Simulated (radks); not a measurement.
Problem. Ionisation of neutral neodymium, [Xe] 4f4 6s2, to [Xe] 4f4 6s1 as the strength of local exchange is varied. All-electron calculation, scalar-relativistic Kohn-Sham, Slater X-alpha exchange (alpha = 2/3 is LDA exchange), no correlation, spin-polarised, spherical densities, finite nucleus; open shells are filled with parallel spins first (spin-orbit coupling, left out, can overturn this in heavy ions); Fermi nuclear charge, rms radius 4.9123 fm. Program: a radial shooting solver on a logarithmic mesh with Libxc functionals.

alpha  E(Nd) (hartree)  exchange (hartree)  IE (eV)  -e of the level emptied (eV)  <r> of it (bohr)
0.667       -9610.9172           -209.5009    4.621                    2.698 (6s)             4.619
0.802       -9653.5584           -253.0576    5.149                    3.257 (6s)             4.442
0.994       -9714.5367           -315.6443    5.970                    4.139 (6s)             4.206
?           -9651.6591           -251.1138    5.124                    3.231 (6s)             4.450

Which alpha was used in the last row?

Solution. alpha = 0.796. NIST Atomic Spectra Database: 5.525 eV (measured). The Delta-SCF value meets it near alpha = 0.89. Open shells are spherical and high-spin; term and fine-structure splittings are not resolved. Spin-orbit splitting is averaged out at the scalar-relativistic level.
